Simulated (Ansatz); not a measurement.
System: ethenylboronic acid, C₂H₅BO₂, charge 0, multiplicity 1. 
Coordinates optimised at B3LYP-D3(BJ)/def2-TZVP (Ansatz, a program for electronic structure):
```
C
C 1 1.3320
H 2 1.0840 1 122.68
H 1 1.0868 2 117.79 3 0.00
H 2 1.0871 3 114.96 1 180.00
B 1 1.5615 4 117.18 2 -180.00
O 6 1.3651 1 117.81 4 0.00
H 7 0.9641 6 112.53 1 180.00
O 6 1.3720 7 117.76 8 0.00
H 9 0.9609 6 114.41 7 180.00
```
Charge 0, spin multiplicity 1.

Computed values are from Ansatz. Valence correlation only, unless marked. UHF or UKS for open shells. No spin-orbit coupling. No relativistic terms. CBS marks a two-point X^-3 extrapolation of the correlation energy; Hartree-Fock from the larger set. [CCSD(T)-MP2]/basis is that difference in the basis named.

```yaml
atomisation energy De: 1037.6 kcal/mol at CCSD(T)/CBS(aug-cc-pVTZ,aug-cc-pVQZ)
vertical ionisation energy (to the doublet): 10.75 eV at RI-MP2/CBS(aug-cc-pVTZ,aug-cc-pVQZ)+[CCSD(T)-MP2]/aug-cc-pVTZ
vertical_triplet_singlet_gap: 4.31 eV at RI-MP2/CBS(aug-cc-pVTZ,aug-cc-pVQZ)+[CCSD(T)-MP2]/aug-cc-pVTZ
total_energy: -254.3419 Eh at CCSD(T)/CBS(aug-cc-pVTZ,aug-cc-pVQZ)
dipole_moment: 1.47 D at CCSD(T)/aug-cc-pVDZ
T1 diagnostic: 0.012 at CCSD/aug-cc-pVQZ
```
